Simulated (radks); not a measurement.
The numbers below are computed, except where a source is named.
All-electron atom: the aluminium ion Al11+ in [He] (the NIST ground configuration).

Code: a radial shooting solver on a logarithmic mesh with Libxc functionals. Model: Dirac Kohn-Sham, PBE, spin-unpolarised, spherical densities, finite nucleus; Fermi nuclear charge, rms radius 3.061 fm.

Energy parts (hartree):
| part | energy |
|---|---|
| total | -161.23537 |
| kinetic | 161.90545 |
| electron-nucleus | -331.16109 |
| Hartree | 15.83100 |
| exchange-correlation | -7.81073 |

Orbitals (lengths in bohr, moments of r in powers of bohr; <r^-3> diverges for s and p1/2; r(max) is where P^2 peaks):
orbital  occ.  eigenvalue (hartree)  <r^-3>    <r^2>   r(max)
1s1/2       2             -73.77735       -  0.01892  0.07801
2p1/2       0             -16.15067       -   0.2190   0.3392

The highest occupied level is 1s1/2 at -2007.6 eV. For comparison, the ionisation energy in NIST's Atomic Spectra Database is 2086.0 eV (theoretical). In exact Kohn-Sham theory the highest level is minus the ionisation energy, but local and semilocal functionals leave it too shallow, through self-interaction and a potential that decays too fast; potentials with the right tail come closer. Summed over all electrons, <r^2> = 0.03784 bohr^2, which gives a Langevin (diamagnetic) susceptibility term of -0.03 x 10^-6 cm^3/mol. The density falls to 0.001 e/bohr^3 at r = 0.56 bohr. The electron density at the nucleus is 1423 e/bohr^3.
